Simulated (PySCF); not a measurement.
PySCF input file for C2H7NOSi, SMILES C(=N\[SiH3])/CO, HF/pcSseg-1. Geometry: PBE-D3(BJ)/def2-SVP. The structure was generated by enumeration; whether it is a known compound was not checked. The values are those of a single conformer.

```python
import numpy as np
from pyscf import gto, scf, dft
from pyscf.prop.nmr import rhf as nmr

mol = gto.M(
    atom='''
    O    -2.69586999    1.00706137    0.02582093
    C    -1.84421300   -0.00683637    0.52176631
    C    -0.49622912   -0.02241388   -0.16715413
    N     0.58782948   -0.32647564    0.43509439
    Si    2.17484957   -0.39331331   -0.33672189
    H    -2.29149045    1.86211521    0.26178767
    H    -1.68282105    0.02679574    1.62562570
    H    -2.34715151   -0.97586643    0.30026459
    H    -0.56156595    0.26071271   -1.25517597
    H     3.08930213    0.54268294    0.40111276
    H     2.69999791   -1.79365091   -0.19745754
    H     2.14064128   -0.01206268   -1.80195212
    ''',
    basis='pcSseg-1',
    charge=0,
    spin=0,
    max_memory=1600,
    verbose=3,
)
mf = scf.RHF(mol)
mf.conv_tol = 1e-10
mf.max_cycle = 100
mf.kernel()
n = nmr.NMR(mf)
n.verbose = 2
n.max_cycle_cphf = 60
sigma = n.kernel()
print('atom   isotropic/ppm   span/ppm')
for i, s in enumerate(sigma):
    w = np.linalg.eigvalsh((s + s.T) / 2)
    print(f'{mol.atom_symbol(i):2s}{i + 1:3d} {w.mean():14.3f} {w[2] - w[0]:11.3f}')
```

Output:

```
converged SCF energy = -497.985198090898
atom   isotropic/ppm   span/ppm
O   1        317.579      63.908
C   2        123.281      42.746
C   3         -0.920     229.202
N   4       -123.205     787.404
Si  5        435.425     102.263
H   6         30.432      20.860
H   7         27.421       8.078
H   8         27.399       7.520
H   9         23.180       4.885
H  10         26.952       6.536
H  11         27.001       6.776
H  12         27.156       6.197
```

Self-consistency was reached.
